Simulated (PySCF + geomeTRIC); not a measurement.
The multiplicity is imposed and other spin states were not computed.

Species: [Zn(NH2)(Br)] (charge 0, multiplicity 1).

Question: Give a relaxed geometry from TPSS-D3(BJ)/def2-SVP run with PySCF + geomeTRIC.

Answer: This is not unique; one that fits is the end point of this relaxation, one of several conformers.
Cartesian coordinates (Å) in one orientation:
```xyz
5

Zn     0.047     0.137    -0.067
N     -0.523    -0.894    -1.471
H     -0.449    -1.902    -1.286
H      0.014    -0.730    -2.332
Br     0.524     1.504     1.650
```
